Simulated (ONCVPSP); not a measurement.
# Transferability test, ONCV potential for selenium (Se)

```
Element                 : Se (Z = 34)
Generator               : ONCVPSP 4.0.1
Type                    : optimised norm-conserving Vanderbilt (ONCV)
Functional              : PW91
Relativity              : scalar-relativistic
Frozen core             : [Ne]
Valence charge          : 24
Reference configuration : 3s2 3p6 3d10 4s1.75 4p4.25
Partial waves           : 3s+4s: rc 0.80 bohr, ncon 3, nbas 6, qcut 17.9 1/bohr, 2 projectors; 3p+4p: rc 1.05 bohr, ncon 4, nbas 7, qcut 12.8 1/bohr, 2 projectors; 3d: rc 0.75 bohr, ncon 4, nbas 9, qcut 22 1/bohr, 1 projector
Local potential         : polynomial inside 0.65 bohr (lpopt 5, dvloc0 2 Ha)
Core correction         : Teter function, fcfact 1.75, rcfact 1.15
```

Energies are relative to the spin-unpolarised reference configuration 3s2 3p6 3d10 4s1.75 4p4.25; without spin polarisation the order of configurations can differ from experiment.

```json
{"valence configuration": "3s2 3p6 3d10 4s2 4p4", "charge": "0", "ΔE all-electron (eV)": "-2.707", "error AE − PS (meV)": "-0.8"}
{"valence configuration": "3s2 3p6 3d9 4s2 4p5", "charge": "0", "ΔE all-electron (eV)": "49.018", "error AE − PS (meV)": "+10"}
```

**Question.** What are ΔE and the potential's error for 3s2 3p6 3d10 4s2 4p3?

**Answer.** ΔE = 8.195 eV all-electron; the error (AE − PS) is -5.6 meV.

**Question.** What are ΔE and the potential's error for 3s2 3p6 3d10 4s2 4p2?

**Answer.** ΔE = 28.620 eV all-electron; the error (AE − PS) is -13 meV.
